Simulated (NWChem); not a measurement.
Species: YCl2F; SMILES [F][Y]([Cl])[Cl]

Results from NWChem. The geometry was optimised at PBE0/def2-SVP. Not confirmed as a minimum by frequencies. def2 effective core potentials on Y; no spin-orbit coupling. Ions are spin-unrestricted doublets at the neutral geometry; other ion states weren't tried.

For level PBE/def2-SVP:

```yaml
"−ε(HOMO) (eV)": 7.52
```

Estimate the same quantities for level B3LYP/def2-SVP.


| Item | Value |
|---|---|
| −ε(HOMO) (eV) | 8.61 |
